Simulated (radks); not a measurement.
Values are calculated unless marked as measured or tabulated.
Al6+, 7 electrons, occupied as [He] 2s2 2p3.

Level of theory: Dirac Kohn-Sham, PBE, spin-unpolarised, spherical densities, finite nucleus; open shells fill j = l - 1/2 first; Fermi nuclear charge, rms radius 3.061 fm (a radial shooting solver on a logarithmic mesh with Libxc functionals).

Energy parts (hartree):
| part | energy |
|---|---|
| total | -223.30584 |
| kinetic | 224.04247 |
| electron-nucleus | -493.84875 |
| Hartree | 60.57650 |
| exchange-correlation | -14.07606 |

Orbitals (lengths in bohr, moments of r in powers of bohr; <r^-3> diverges for s and p1/2; r(90%) holds 90 % of the orbital's charge):
| orbital | occ. | eigenvalue (hartree) | <r^4> | <r^-3> | <r^2> | r(90%) |
|---|---|---|---|---|---|---|
| 1s1/2 | 2 | -62.19719 | 0.0009676 | - | 0.01935 | 0.214 |
| 2s1/2 | 2 | -9.22253 | 0.2519 | - | 0.3800 | 0.880 |
| 2p1/2 | 2 | -7.97160 | 0.2136 | - | 0.3247 | 0.843 |
| 2p3/2 | 1 | -7.94983 | 0.2157 | 46.63 | 0.3264 | 0.845 |
| 3s1/2 | 0 | -3.10960 | 9.793 | - | 2.574 | 2.19 |
| 3p1/2 | 0 | -2.77227 | 11.01 | - | 2.684 | 2.26 |
| 3p3/2 | 0 | -2.76796 | 11.08 | 9.180 | 2.692 | 2.27 |

The highest occupied level is 2p3/2 at -216.33 eV. Summed over all electrons, <r^2> = 1.774 bohr^2, which gives a Langevin (diamagnetic) susceptibility term of -1.41 x 10^-6 cm^3/mol.
